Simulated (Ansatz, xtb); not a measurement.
System: CHBr2, charge 0, multiplicity 2. It need not be the lowest isomer of its formula. SMILES: Br[CH]Br
Geometry from a B3LYP-D3(BJ)/def2-TZVP (Ansatz, a first-principles code) optimisation:
```
C
H 1 1.0789
Br 1 1.8652 2 116.50
Br 1 1.8652 2 116.50 3 152.18
```
Charge 0, spin multiplicity 2.

Harmonic wavenumbers from GFN2-xTB (xtb, at its own minimum), cm⁻¹: 171, 462, 624, 720, 1148, 3063.

Q: Give the harmonic wavenumbers at B3LYP-D3(BJ)/def2-TZVP (Ansatz, finite differences of forces, unscaled).

A: 184, 402, 616, 760, 1178, 3217 cm⁻¹. Zero-point energy 9.1 kcal/mol.

Q: From these and the geometry, give the ideal-gas thermochemistry at 298.15 K and 1 atm (rigid rotor, harmonic oscillator).

A: Point group Cs, rotational symmetry number 1. Rotational constants 38.54, 1.204, 1.168 GHz. S(trans) 41.35, S(rot) 26.19, S(vib) 3.95, S(elec, spin only) 1.38, S 72.9 cal/(mol K). H(298) - H(0) 3.09 kcal/mol; G - E(el) -9.5 kcal/mol.
